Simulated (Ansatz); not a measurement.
**Counterpoise correction, worked out**

The pair of K⁺ (SMILES [K+], atom 1) and CH3I (SMILES CI, atoms 2–6), both closed shells, in one local arrangement (a lower one may exist), relaxed at PBE0-D4/def2-TZVP:

```json
{"atom": "K1", "x (Å)": "0.0775", "y (Å)": "-0.2480", "z (Å)": "-3.7174"}
{"atom": "C2", "x (Å)": "0.1228", "y (Å)": "0.1699", "z (Å)": "0.8937"}
{"atom": "I3", "x (Å)": "-1.0906", "y (Å)": "-0.8914", "z (Å)": "-0.5122"}
{"atom": "H4", "x (Å)": "0.0393", "y (Å)": "1.2285", "z (Å)": "0.6711"}
{"atom": "H5", "x (Å)": "-0.2890", "y (Å)": "-0.0639", "z (Å)": "1.8705"}
{"atom": "H6", "x (Å)": "1.1397", "y (Å)": "-0.1950", "z (Å)": "0.7944"}
```

Ansatz 0.2.0; basis: def2-TZVPPD; cores frozen in the correlated methods. Filled d shells of the heavier atoms are correlated. Core potentials replace the inner electrons of the atoms past krypton. The outer core shell of Li, Na, Mg and K is correlated. The def2 sets are not built for correlating such inner shells, so the correlated values are less sure here.

MP2 total energies in eV:

| system | geometry | basis functions | energy |
| --- | --- | --- | --- |
| pair | pair | all | -25473.89483 |
| K⁺ | as in the pair | all (partner as ghosts) | -16303.89812 |
| CH3I | as in the pair | all (partner as ghosts) | -9169.56034 |
| K⁺ | as in the pair | its own | -16303.88668 |
| CH3I | as in the pair | its own | -9169.54359 |
| K⁺ | free (PBE0-D4 minimum) | its own | -16303.88668 |
| CH3I | free (PBE0-D4 minimum) | its own | -9169.54832 |

Question: Work out the interaction energy with and without the counterpoise correction, the superposition error, and the binding energy from the relaxed fragments.

Answer: Without correction: -25473.89483 − (-16303.88668) − (-9169.54359) = -0.46456 eV.
With correction (each fragment in the whole basis): -25473.89483 − (-16303.89812) − (-9169.56034) = -0.43637 eV = -10.06 kcal/mol.
The superposition error is the difference, 0.02819 eV, 6 % of the uncorrected value: each fragment borrows its partner's functions.
Deformation from the free shapes: 0.00000 eV for K⁺ and 0.00473 eV for CH3I.
Binding energy from relaxed fragments: -0.43637 + 0.00000 + 0.00473 = -0.43164 eV = -9.95 kcal/mol (electronic, without zero-point energy; negative means bound). For comparison, the corrected interaction energy by CCSD(T) at an estimated basis limit (MP2 extrapolated from triple and quadruple zeta, plus CCSD(T) − MP2 in triple zeta) is -0.483 eV.

T1 diagnostic: at most 0.008.

For scale, one of the runs: CCSD(T)/def2-TZVPPD, 183 basis functions, launched by `ansatz run in.yaml --threads 4 --pin off --events-out ev --progress --plain --max-ram 9574MiB`. Hardware: 4 CPU threads of an AMD EPYC 9R45, shared host. Wall time 14 s; peak host memory 2.1 GiB.
